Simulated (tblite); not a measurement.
Compound: C₄H₁₁O₃Si (doublet state).
Z-matrix (Å and degrees, GFN2-xTB geometry), rows numbered from 1:
```
C 
O   1  1.4037
C   2  1.4138  1  113.04
Si  3  1.9121  2  105.90  1   179.73
O   4  1.6365  3  112.19  2    53.88
C   5  1.3980  4  129.20  3   -58.89
O   4  1.6302  3  103.73  2   167.15
C   7  1.3954  4  128.75  3  -166.70
H   1  1.0970  2  111.04  3   -59.77
H   1  1.0977  2  111.20  3    61.31
H   1  1.0886  2  106.90  3  -179.23
H   3  1.1010  2  110.01  1   -60.80
H   3  1.0959  2  110.26  1    57.59
H   6  1.0912  5  107.75  4   158.69
H   6  1.0905  5  110.90  4    38.40
H   6  1.0925  5  110.14  4   -82.27
H   8  1.0909  7  110.91  4    46.95
H   8  1.0906  7  107.87  4   167.09
H   8  1.0928  7  110.25  4   -73.70
```

Computed values, GFN2-xTB/tblite, gas phase, harmonic and unscaled. Errors from tens to a few hundred cm⁻¹ against measured bands are possible. One conformer, not necessarily the lowest. Open shells enter through the occupations alone, without spin polarisation, and single modes of such species can be off by tens of per cent.

Harmonic wavenumbers (cm⁻¹): 55.1, 70.2, 78.5, 86.2, 97.5, 104.9, 115.6, 151.3, 208.0, 226.5, 258.0, 268.1, 330.7, 398.5, 691.9, 763.4, 781.5, 817.6, 978.6, 1100.9, 1129.3, 1130.9, 1133.7, 1135.9, 1140.2, 1150.5, 1150.9, 1156.1, 1189.6, 1279.2, 1405.8, 1406.9, 1413.7, 1469.1, 1472.6, 1475.1, 1476.7, 1483.7, 1484.3, 1492.8, 2827.8, 2892.9, 2904.4, 2918.2, 2948.1, 2957.3, 2976.2, 2984.3, 2987.5, 2991.6, 3022.2.

A = 2608, B = 1013, C = 766.0 MHz; mass 135.048 u (most abundant isotopes); point group C1, symmetry number 1; spin multiplicity 2.

Task: Zero-point energy?

Result: Half the sum of the wavenumbers: 33085 cm⁻¹ = 395.79 kJ/mol.

Task: Entropy at 500 K, 1 bar (ideal gas, RRHO, classical rotation)?

Result: Translation 180.78, rotation 129.68, vibration 255.67, spin (R ln 2) 5.76: S = 571.9 J/(mol K).

Task: And Cp and H(500 K) − H(0)?

Result: Cp = 236.86 J/(mol K), of which vibrations give 203.60 (their classical limit is 51 R = 424.0); H(500 K) − H(0) = 75.62 kJ/mol without the zero-point energy, 58.99 from vibrations.

Task: Which modes carry the vibrational entropy at 500 K?

Result: 55.1 cm⁻¹: 23.64; 70.2 cm⁻¹: 21.63; 78.5 cm⁻¹: 20.70; 86.2 cm⁻¹: 19.93; 97.5 cm⁻¹: 18.91; 104.9 cm⁻¹: 18.31 J/(mol K); the other 45 give 132.56 together.

Task: What must be added to the electronic energy to get the Gibbs energy at 500 K and 1 bar?

Result: ZPE + [H(500 K) − H(0)] − T·S = 395.79 + 75.62 − 285.95 = 185.46 kJ/mol.

Task: How do the functions run with temperature in this model?

Result: 
| T (K) | S (J/(mol K)) | Cp (J/(mol K)) | H − H(0) (kJ/mol) | G − H(0) (kJ/mol) | ln q(vib) |
| --- | --- | --- | --- | --- | --- |
| 50 | 260.4 | 72.7 | 2.39 | -10.63 | 0.74 |
| 100 | 322.2 | 106.0 | 6.95 | -25.27 | 2.80 |
| 298.15 | 468.0 | 169.5 | 34.47 | -105.07 | 10.42 |
| 373.15 | 508.8 | 195.3 | 48.15 | -141.72 | 12.82 |
| 750 | 680.6 | 299.4 | 143.17 | -367.28 | 23.24 |
| 1000 | 772.9 | 341.8 | 223.65 | -549.27 | 29.26 |

q(vib) and H(0) count from the zero-point level.

Hindered rotation and anharmonicity are outside this model. Other conformers, if any are populated, would add a mixing term that is left out. The structure is chiral; the term R ln 2 for an equal mix with its mirror image is left out.
